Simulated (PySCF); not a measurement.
HCl3OZr, charge +1, doublet, at the geometry of the source list (the multiplicity is a formal guess) (core potentials on Zr); PySCF with DF-B3LYP/def2-SV(P).

PySCF was given this input:
```python
from pyscf import gto, scf, dft

mol = gto.Mole()
mol.atom = '''
    Zr    0.25720000   -0.08060000   -0.01270000
    Cl    2.11810000    0.96760000   -0.76260000
    Cl    0.94790000   -0.88680000    1.98810000
    Cl    0.23350000   -1.95650000   -1.27910000
    O    -1.32390000    0.82400000    0.01340000
    H    -2.23280000    1.13230000    0.05270000
'''
mol.basis = 'def2-sv(p)'
mol.ecp = {'Zr': 'def2-sv(p)'}
mol.charge = 1
mol.spin = 1
mol.verbose = 4
mol.build()

mf = dft.ROKS(mol)
mf.xc = 'b3lyp'
mf = mf.density_fit(auxbasis='def2-universal-jkfit')
mf.kernel()
mf.analyze()
```

Output, abridged:

```
PySCF version 2.14.0

[INPUT] verbose = 4
[INPUT] num. atoms = 6
[INPUT] num. electrons = 71
[INPUT] charge = 1
[INPUT] spin (= nelec alpha-beta = 2S) = 1
[INPUT] symmetry False subgroup None
[INPUT] Mole.unit = angstrom
[INPUT] Symbol           X                Y                Z      unit          X                Y                Z       unit  Magmom
[INPUT]  1 Zr     0.257200000000  -0.080600000000  -0.012700000000 AA    0.486037559238  -0.152311925640  -0.023999521782 Bohr   0.0
[INPUT]  2 Cl     2.118100000000   0.967600000000  -0.762600000000 AA    4.002628904441   1.828498998129  -1.441105142593 Bohr   0.0
[INPUT]  3 Cl     0.947900000000  -0.886800000000   1.988100000000 AA    1.791271393475  -1.675809127264   3.756964508248 Bohr   0.0
[INPUT]  4 Cl     0.233500000000  -1.956500000000  -1.279100000000 AA    0.441251050086  -3.697249162712  -2.417148685931 Bohr   0.0
[INPUT]  5 O     -1.323900000000   0.824000000000   0.013400000000 AA   -2.501808416312   1.557134326642   0.025322330069 Bohr   0.0
[INPUT]  6 H     -2.232800000000   1.132300000000   0.052700000000 AA   -4.219380490929   2.139736890845   0.099588566765 Bohr   0.0

nuclear repulsion = 376.546490783278
number of shells = 42
number of NR pGTOs = 186
number of NR cGTOs = 94
basis = def2-sv(p)
ecp = {'Zr': 'def2-sv(p)'}

******** <class 'pyscf.df.df_jk.DFROKS'> ********
method = DFROKS
initial guess = minao
damping factor = 0
level_shift factor = 0
DIIS = <class 'pyscf.scf.diis.CDIIS'>
diis_start_cycle = 1
diis_space = 8
diis_damp = 0
SCF conv_tol = 1e-09
SCF conv_tol_grad = None
SCF max_cycles = 50
direct_scf = False
num. doubly occ = 35  num. singly occ = 1
XC library pyscf.dft.libxc version 7.1.2
    S. Lehtola, C. Steigemann, M. J. T. Oliveira, and M. A. L. Marques,  SoftwareX 7, 1–5 (2018)
XC functionals = b3lyp
    P. J. Stephens, F. J. Devlin, C. F. Chabalowski, and M. J. Frisch,  J. Phys. Chem. 98, 11623 (1994)
radial grids:
    Treutler-Ahlrichs [JCP 102, 346 (1995); DOI:10.1063/1.469408] (M4) radial grids

becke partition: Becke, JCP 88, 2547 (1988); DOI:10.1063/1.454033
pruning grids: <function nwchem_prune>
grids dens level: 3
symmetrized grids: False
atomic radii adjust function: <function treutler_atomic_radii_adjust>
small_rho_cutoff = 0
Set gradient conv threshold to 3.16228e-05
tot grids = 102920
******** <class 'pyscf.df.df.DF'> ********
auxbasis = def2-universal-jkfit
init E= -1497.50102767909
  HOMO = -0.530354668203948  LUMO = -0.410756752292631  gap/eV = 3.25443
cycle= 1 E= -1502.24138334191  delta_E= -4.74  |g|= 1.62  |ddm|= 3.23
  HOMO = -0.201930301793079  LUMO = -0.14176555086631  gap/eV = 1.63717
cycle= 2 E= -1500.78845121484  delta_E= 1.45  |g|= 2.64  |ddm|= 2.94

WARN: HOMO -0.204567039886 >= LUMO -0.491411111426903

cycle= 3 E= -1502.47854532932  delta_E= -1.69  |g|= 0.865  |ddm|= 2.42
  HOMO = -0.522015165112846  LUMO = -0.285033184552837  gap/eV = 6.44861
cycle= 4 E= -1502.90015684448  delta_E= -0.422  |g|= 0.154  |ddm|= 1.49
  HOMO = -0.520984156884244  LUMO = -0.273848400411447  gap/eV = 6.72491
cycle= 5 E= -1502.88530486315  delta_E= 0.0149  |g|= 0.222  |ddm|= 0.406
  HOMO = -0.52407668304264  LUMO = -0.2717570573933  gap/eV = 6.86597
cycle= 6 E= -1502.90204642413  delta_E= -0.0167  |g|= 0.103  |ddm|= 0.43
  HOMO = -0.524202095632319  LUMO = -0.272313101637139  gap/eV = 6.85425
cycle= 7 E= -1502.90621037033  delta_E= -0.00416  |g|= 0.0337  |ddm|= 0.144
  HOMO = -0.523783630591951  LUMO = -0.272237363035289  gap/eV = 6.84492
cycle= 8 E= -1502.9063644356  delta_E= -0.000154  |g|= 0.0284  |ddm|= 0.0741
  HOMO = -0.522936231677895  LUMO = -0.272553336271419  gap/eV = 6.81327
cycle= 9 E= -1502.90667747253  delta_E= -0.000313  |g|= 0.0071  |ddm|= 0.0335
  HOMO = -0.522461607068926  LUMO = -0.27320757655305  gap/eV = 6.78255
cycle= 10 E= -1502.90669229823  delta_E= -1.48e-05  |g|= 0.0041  |ddm|= 0.011
  HOMO = -0.522752954908165  LUMO = -0.272896641929157  gap/eV = 6.79894
cycle= 11 E= -1502.90669777402  delta_E= -5.48e-06  |g|= 0.00103  |ddm|= 0.00365
  HOMO = -0.522769590418302  LUMO = -0.27288365327063  gap/eV = 6.79974
cycle= 12 E= -1502.9066982364  delta_E= -4.62e-07  |g|= 0.000272  |ddm|= 0.00181
  HOMO = -0.522789555077567  LUMO = -0.27289337418147  gap/eV = 6.80002
cycle= 13 E= -1502.90669830135  delta_E= -6.49e-08  |g|= 0.000119  |ddm|= 0.00128
  HOMO = -0.52278108280464  LUMO = -0.272886571931169  gap/eV = 6.79998
cycle= 14 E= -1502.90669831394  delta_E= -1.26e-08  |g|= 0.000102  |ddm|= 0.0006
  HOMO = -0.522782717641887  LUMO = -0.272888093892382  gap/eV = 6.79998
cycle= 15 E= -1502.90669832279  delta_E= -8.85e-09  |g|= 6.97e-05  |ddm|= 0.00063
  HOMO = -0.522782440930102  LUMO = -0.27288642674184  gap/eV = 6.80002
cycle= 16 E= -1502.90669832595  delta_E= -3.16e-09  |g|= 1.47e-05  |ddm|= 0.000413
  HOMO = -0.522782163417699  LUMO = -0.272885926120054  gap/eV = 6.80002
cycle= 17 E= -1502.90669832596  delta_E= -5.46e-12  |g|= 8.56e-06  |ddm|= 8.62e-05
  HOMO = -0.522782338265228  LUMO = -0.272886278041003  gap/eV = 6.80002
Extra cycle  E= -1502.90669832554  delta_E= 4.18e-10  |g|= 3.25e-05  |ddm|= 5.48e-05
converged SCF energy = -1502.90669832554
**** SCF Summaries ****
Total Energy =                       -1502.906698325539537
Nuclear Repulsion Energy =             376.546490783277704
One-electron Energy =                -2824.338707737793357
Two-electron Energy =                  944.885518628976229
Two-electron Coulomb Energy =         1044.356521385452879
DFT Exchange-Correlation Energy =      -99.471002756476665
HOMO-LUMO gap [eV] =                     6.800018159638534
**** MO energy ****
                Roothaan           | alpha              | beta
MO #1   energy= -101.740696264254  | -101.741777442803  | -101.739615085704  occ= 2
MO #2   energy= -101.740279238427  | -101.741373585879  | -101.739184890975  occ= 2
MO #3   energy= -101.740240203864  | -101.741301034154  | -101.739179373573  occ= 2
MO #4   energy= -19.3552137494312  | -19.3552137631214  | -19.3552137357412  occ= 2
MO #5   energy= -9.69627330621074  | -9.69726816558115  | -9.69527844684028  occ= 2
MO #6   energy= -9.69593840022781  | -9.69694728074447  | -9.69492951971117  occ= 2
MO #7   energy= -9.69584549264038  | -9.6968198161611   | -9.69487116911965  occ= 2
MO #8   energy= -7.46123778169532  | -7.4647588358663   | -7.45771672751558  occ= 2
MO #9   energy= -7.46097102867919  | -7.46454202120301  | -7.45740003616275  occ= 2
MO #10  energy= -7.46074017609863  | -7.46418829225302  | -7.45729205993778  occ= 2
MO #11  energy= -7.45844007360517  | -7.45901109132122  | -7.45786905588912  occ= 2
MO #12  energy= -7.45804943987887  | -7.45862573382807  | -7.45747314592971  occ= 2
MO #13  energy= -7.45803943315105  | -7.45860133931926  | -7.45747752698288  occ= 2
MO #14  energy= -7.45542907512874  | -7.45599950604831  | -7.45485864420909  occ= 2
MO #15  energy= -7.45505967842021  | -7.45563763390589  | -7.45448172293454  occ= 2
MO #16  energy= -7.4550378351871   | -7.45559667411933  | -7.45447899625484  occ= 2
MO #17  energy= -2.38340077298794  | -2.38340221714628  | -2.38339932882962  occ= 2
MO #18  energy= -1.53637656382646  | -1.53640896839706  | -1.53634415925585  occ= 2
MO #19  energy= -1.52259643921406  | -1.52269371599099  | -1.52249916243661  occ= 2
MO #20  energy= -1.52249867227208  | -1.52259601508186  | -1.52240132946176  occ= 2
MO #21  energy= -1.16576635938483  | -1.16580849908247  | -1.16572421968717  occ= 2
MO #22  energy= -1.03713179032581  | -1.04487372147894  | -1.02938985917271  occ= 2
MO #23  energy= -1.02959829246849  | -1.03778281292713  | -1.02141377200014  occ= 2
MO #24  energy= -1.02941886811361  | -1.037506724063    | -1.02133101216446  occ= 2
MO #25  energy= -0.728765071012404 | -0.728815468372543 | -0.728714673652262 occ= 2
MO #26  energy= -0.605778459230231 | -0.607705818849254 | -0.603851099627969 occ= 2
MO #27  energy= -0.604557175926405 | -0.606566677371045 | -0.602547674195117 occ= 2
MO #28  energy= -0.595881760196235 | -0.598608616402968 | -0.593154903989027 occ= 2
MO #29  energy= -0.587573151156486 | -0.598179779714261 | -0.576966507308696 occ= 2
MO #30  energy= -0.586139257551986 | -0.597460408332876 | -0.574818109317944 occ= 2
MO #31  energy= -0.5696415208416   | -0.572293311024847 | -0.566989730740923 occ= 2
MO #32  energy= -0.559010278996244 | -0.567467668706809 | -0.550552867263963 occ= 2
MO #33  energy= -0.55869279777627  | -0.565950118147765 | -0.551435479182861 occ= 2
MO #34  energy= -0.539873575826199 | -0.543281294617821 | -0.536465852770898 occ= 2
MO #35  energy= -0.539451123324486 | -0.542523673652514 | -0.536378572203084 occ= 2
MO #36  energy= -0.522782338265228 | -0.559398748557152 | -0.486165966145905 occ= 1
MO #37  energy= -0.272886278041003 | -0.27577056461554  | -0.270001991314579 occ= 0
MO #38  energy= -0.269415884556405 | -0.272422603835848 | -0.266409163981478 occ= 0
MO #39  energy= -0.229439809569494 | -0.229984306585006 | -0.228895312558146 occ= 0
MO #40  energy= -0.212570793931553 | -0.2131802105712   | -0.211961377226977 occ= 0
MO #41  energy= -0.20894771129264  | -0.209627993991155 | -0.208267428633057 occ= 0
MO #42  energy= -0.168870269947639 | -0.169254455531322 | -0.168486084364715 occ= 0
MO #43  energy= -0.119053046754936 | -0.11944884861471  | -0.11865724489715  occ= 0
MO #44  energy= -0.109248539932022 | -0.110133942676896 | -0.10836313700902  occ= 0

WARN: System has nonzero charge 1; the dipole moment is origin-dependent.
Location of origin: [0. 0. 0.]

Dipole moment(X, Y, Z, Debye):  0.36780, -0.27030,  0.00860
```
